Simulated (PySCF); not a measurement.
# Orbital picture of SrCd

LC-ωPBE at R = 4.040 Å; PySCF, scalar-relativistic core potentials, basis sets Sr def2-SVP with ECP28, Cd def2-SVP with ECP28. State: ¹Σ⁺ (singlet), closed shell. Only the outer orbitals are listed, counted within each symmetry, core potentials removing the inner ones.

| orbital | occ. | ε (eV) | on Sr (%) | main shells (%) |
| --- | --- | --- | --- | --- |
| 5σ | 2 | -16.63 | 0 | 100 Cd d |
| 1δ | 2 | -16.63 | 0 | 100 Cd d |
| 1δ | 2 | -16.63 | 0 | 100 Cd d |
| 3π | 2 | -16.62 | 0 | 100 Cd d |
| 3π | 2 | -16.62 | 0 | 100 Cd d |
| 6σ | 2 | -8.92 | 7 | 93 Cd s |
| 7σ | 2 | -5.38 | 91 | 90 Sr s |
| 8σ | 0 | 0.17 | 57 | 53 Sr p, 42 Cd p |
| 4π | 0 | 0.19 | 78 | 75 Sr p, 22 Cd p |
| 4π | 0 | 0.19 | 78 | 75 Sr p, 22 Cd p |

Which are the highest filled and the lowest empty level, where do they sit, and how wide is the gap?

Highest filled 7σ at -5.38 eV (in %: 90 Sr s); lowest empty 8σ at 0.17 eV (in %: 53 Sr p, 42 Cd p); the gap at LC-ωPBE is 5.55 eV. An empty level above zero is unbound, and its energy depends on the basis.

```json
{
 "bond order (Mayer)": "0.22",
 "⟨S²⟩": "0.000",
 "charge on Sr (Mulliken, basis-dependent)": "0.04",
 "charge on Sr (Löwdin, basis-dependent)": "-0.09",
 "dipole moment (positive dipole means Sr(−)Cd(+))": "0.44 D"
}
```

Closed-shell solutions of metal pairs were not tested for spin polarisation, which can lower them a little.
